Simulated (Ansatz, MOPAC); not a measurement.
Species: C₃H₄Cl, charge 0, multiplicity 2. SMILES: C(/Cl)=C\[CH2]

Atoms: C1, C2, C3, Cl4, H5, H6, H7, H8. Bonds: C1-C2, C1-H5, C1-H6, C2-C3, C2-H7, C3-Cl4, C3-H8.

Bond lengths (Å) and angles (degrees) optimised at MNDO with MOPAC; HF/3-21G with Ansatz (a program for electronic structure); HF/6-31G* with Ansatz; PBE/6-31G* with Ansatz; B3LYP/LANL2DZ with Ansatz; MP2/6-31G* with Ansatz, each started from the B3LYP-D3(BJ)/def2-TZVP structure (Ansatz) of the last column. A row stands for all coordinates that are equal there; 9 of 15 kinds are shown. 6-31G* holds six Cartesian d functions. No wavenumbers were computed at MNDO, PBE/6-31G*, B3LYP/LANL2DZ, MP2/6-31G*, so these may be saddle points.

```json
[
 {"coordinate": "C1-C2", "MNDO": "1.395", "HF/3-21G": "1.388", "HF/6-31G*": "1.388", "PBE/6-31G*": "1.387", "B3LYP/LANL2DZ": "1.398", "MP2/6-31G*": "1.374", "B3LYP-D3(BJ)/def2-TZVP": "1.373"},
 {"coordinate": "C1-H5", "MNDO": "1.085", "HF/3-21G": "1.067 to 1.071", "HF/6-31G*": "1.072", "PBE/6-31G*": "1.092", "B3LYP/LANL2DZ": "1.085", "MP2/6-31G*": "1.082", "B3LYP-D3(BJ)/def2-TZVP": "1.080"},
 {"coordinate": "C1-H6", "MNDO": "1.086", "HF/3-21G": "1.073", "HF/6-31G*": "1.075", "PBE/6-31G*": "1.094", "B3LYP/LANL2DZ": "1.088", "MP2/6-31G*": "1.084", "B3LYP-D3(BJ)/def2-TZVP": "1.082"},
 {"coordinate": "C2-C3", "MNDO": "1.401", "HF/3-21G": "1.377", "HF/6-31G*": "1.388", "PBE/6-31G*": "1.394", "B3LYP/LANL2DZ": "1.396", "MP2/6-31G*": "1.377", "B3LYP-D3(BJ)/def2-TZVP": "1.382"},
 {"coordinate": "C2-H7", "MNDO": "1.096", "HF/3-21G": "1.073", "HF/6-31G*": "1.076", "PBE/6-31G*": "1.097", "B3LYP/LANL2DZ": "1.089", "MP2/6-31G*": "1.087", "B3LYP-D3(BJ)/def2-TZVP": "1.085"},
 {"coordinate": "C3-Cl4", "MNDO": "1.741", "HF/3-21G": "1.821", "HF/6-31G*": "1.729", "PBE/6-31G*": "1.732", "B3LYP/LANL2DZ": "1.806", "MP2/6-31G*": "1.718", "B3LYP-D3(BJ)/def2-TZVP": "1.719"},
 {"coordinate": "C1-C2-C3", "MNDO": "124.6", "HF/3-21G": "123.2", "HF/6-31G*": "123.1", "PBE/6-31G*": "123.8", "B3LYP/LANL2DZ": "123.7", "MP2/6-31G*": "123.2", "B3LYP-D3(BJ)/def2-TZVP": "123.8"},
 {"coordinate": "C2-C3-Cl4", "MNDO": "121.6", "HF/3-21G": "119.8", "HF/6-31G*": "121.9", "PBE/6-31G*": "122.4", "B3LYP/LANL2DZ": "121.1", "MP2/6-31G*": "122.4", "B3LYP-D3(BJ)/def2-TZVP": "122.2"},
 {"coordinate": "C2-C1-H5", "MNDO": "121.3", "HF/3-21G": "120.8", "HF/6-31G*": "120.9", "PBE/6-31G*": "121.1", "B3LYP/LANL2DZ": "120.8", "MP2/6-31G*": "121.3", "B3LYP-D3(BJ)/def2-TZVP": "121.0"}
]
```

A range marks coordinates that this level makes unequal.

Mean signed difference of all 7 bond lengths from B3LYP-D3(BJ)/def2-TZVP: MNDO 0.012 Å, HF/3-21G 0.010 Å, HF/6-31G* 0.000 Å, PBE/6-31G* 0.012 Å, B3LYP/LANL2DZ 0.021 Å, MP2/6-31G* 0.000 Å.
